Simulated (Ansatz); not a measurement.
Single points on Sb4⁻.

```yaml
crystal:
  periodic: [false, false, false]
  atoms:
    - {symbol: Sb, position_ang: [0.469711, -0.321534, -1.552059]}
    - {symbol: Sb, position_ang: [-0.300417, -1.760331, 0.769000]}
    - {symbol: Sb, position_ang: [1.288701, 1.322152, 0.609576]}
    - {symbol: Sb, position_ang: [-1.457994, 0.759723, 0.173472]}
basis:
  gaussian: {orbitals: def2-TZVPD, initial_orbitals: start.molden}
total_charge: -1
magnetization: {spin_polarized: true, initial_magnetization: 1}
hamiltonian: {xc: pbe0, dispersion: d4}
scf: {omitted_lower_state_checks: [starts]}
output: {orbitals: {seedname: orbitals}}
```

The file start.molden holds the orbitals of an earlier run on this structure, at another level or in another basis.

```sh
$ ansatz run in.yaml --threads 4 --pin off --events-out ev --progress --plain --max-ram 8704MiB
```

Shortened log:

```
Functional definition: PBE0
1932 factors; their error is unknown
mean field evaluation 1: about -26155.3106 eV, gradient 1.6e1 eV
mean field evaluation 2: about -26156.0004 eV, gradient 8.4e-1 eV
mean field evaluation 4: about -26156.6663 eV, gradient 5.9e-1 eV
mean field evaluation 8: about -26156.6670 eV, gradient 9.2e-5 eV
mean field -26156.66695910 eV, -961.2397811214 hartree, gradient 1.9e-5 eV, S^2 0.760168; 0 other end points of the search recorded, 0 dependent functions left out
reference -26156.66698629 eV, -961.2397821204 hartree; 47, 46 occupied and 177, 178 virtual orbitals, 1932 factors
Total energy: -26156.96955465 eV, -961.2509013027 hartree
Checks for a lower state left out: starts
```

Hardware: 4 threads of Arm Neoverse N1 on a shared host. Wall time 24 s, peak host memory 1.1 GiB.

The first input with `gaussian: {orbitals: def2-SVPD, initial_orbitals: start.molden}`, `correlation: {method: ccsd_t}`, `scf: {omitted_lower_state_checks: [starts, cluster_reference]}` and without the key `hamiltonian` (abridged; 4.4 min):

```
Functional definition: HF
mean field -26045.74590088 eV, -957.1635074167 hartree, gradient 2.8e-6 eV, S^2 0.813749
16 core orbitals not correlated: weight in the atoms' cores, before any rotation towards them, 1.000 or more for the frozen orbitals, at most 0.000 for the correlated occupied ones
second order -13.24567356 eV of doubles, -0.00000000 eV of singles
cycle   1  -12.81465476 eV  change    4.3e-1 eV  update   1.6e-1
cycle   2  -13.34987528 eV  change   -5.4e-1 eV  update   5.1e-2
cycle   3  -13.47341421 eV  change   -1.2e-1 eV  update   2.8e-2
cycle   4  -13.47171045 eV  change    1.7e-3 eV  update   1.2e-2
cycle   5  -13.47430509 eV  change   -2.6e-3 eV  update   8.0e-3
cycle   6  -13.47569131 eV  change   -1.4e-3 eV  update   4.3e-3
cycle   7  -13.47602918 eV  change   -3.4e-4 eV  update   2.5e-3
cycle   8  -13.47708490 eV  change   -1.1e-3 eV  update   1.2e-3
cycle   9  -13.47699088 eV  change    9.4e-5 eV  update   6.1e-4
cycle  10  -13.47673888 eV  change    2.5e-4 eV  update   2.3e-4
cycle  11  -13.47692980 eV  change   -1.9e-4 eV  update   1.0e-4
cycle  12  -13.47688785 eV  change    4.2e-5 eV  update   4.4e-5
perturbative correction -0.86527219 eV, -0.0317981665 hartree
Total energy: -26060.08806092 eV, -957.6905720767 hartree
Checks for a lower state left out: starts, cluster_reference
```

First input, but with `hamiltonian: {xc: {name: PBE-QIDH}}` and without the key `output` (abridged; 36 s):

```
Functional definition: PBE-QIDH
mean field -26120.81729038 eV, -959.9223300955 hartree, gradient 7.0e-6 eV, S^2 0.777628
16 core orbitals not correlated: weight in the atoms' cores, before any rotation towards them, 1.000 or more for the frozen orbitals, at most 0.000 for the correlated occupied ones
second order -42.72827823 eV of doubles, -0.00000000 eV of singles
Total energy: -26135.06006062 eV, -960.4457422479 hartree
Checks for a lower state left out: starts
```

First input, but with `gaussian: {orbitals: def2-SVPD, initial_orbitals: start.molden}` (abridged; 9 s):

```
Functional definition: PBE0
mean field -26155.85002784 eV, -961.2097594512 hartree, gradient 3.3e-5 eV, S^2 0.759999
Total energy: -26156.15262292 eV, -961.2208796153 hartree
Checks for a lower state left out: starts
```

As the first input, with `gaussian: {orbitals: def2-SVPD, initial_orbitals: start.molden}`, `hamiltonian: {xc: pbe, dispersion: d4}` (abridged; 5.5 s):

```
Functional definition: PBE
mean field -26154.84376433 eV, -961.1727799493 hartree, gradient 2.4e-5 eV, S^2 0.754580
Total energy: -26155.19836646 eV, -961.1858113373 hartree
Checks for a lower state left out: starts
```

First input, but with `hamiltonian: {xc: r2scan, dispersion: d4}`, `output: {forces: true, orbitals: {seedname: orbitals}}` (abridged; 24 s):

```
Functional definition: r2SCAN
mean field -26166.17859276 eV, -961.5893272111 hartree, gradient 8.0e-5 eV, S^2 0.762286
Total energy: -26166.23777495 eV, -961.5915021163 hartree
Atom 0 force    -0.060530     0.033257     0.109988 eV/Å
Atom 1 force     0.002765     0.060621    -0.038917 eV/Å
Atom 2 force    -0.052913    -0.038432    -0.030567 eV/Å
Atom 3 force     0.110678    -0.055445    -0.040505 eV/Å
Dipole moment:    -0.124877     0.055364    -0.174210 e Å
Checks for a lower state left out: starts
```

The first input with `hamiltonian: {xc: pbe}`, `correlation: {method: rpa}` and without the key `output` (abridged; 28 s):

```
Functional definition: PBE
mean field -26155.72631852 eV, -961.2052132175 hartree, gradient 2.5e-6 eV, S^2 0.754722
16 core orbitals not correlated: weight in the atoms' cores, before any rotation towards them, 1.000 or more for the frozen orbitals, at most 0.000 for the correlated occupied ones
Total energy: -26094.73141472 eV, -958.9636918468 hartree
Checks for a lower state left out: starts
```

Geometry: PBE0-D4/def2-SVPD.

In the def2 sets Sb takes a core potential; there is no spin–orbit coupling. Correlated methods freeze 16 core orbitals; core or outer-core shells of Sb are correlated, in sets that lack core-valence functions. At PBE-D4/def2-SVPD, r2SCAN-D4/def2-TZVPD the highest occupied level of the charge -1 doublet lies above zero (up to 0.78 eV). By energy differences its removal costs 1.23 eV (vertical, to the charge 0 singlet, at CCSD(T)/def2-SVPD). The structure comes from a short search, and lower isomers may exist.
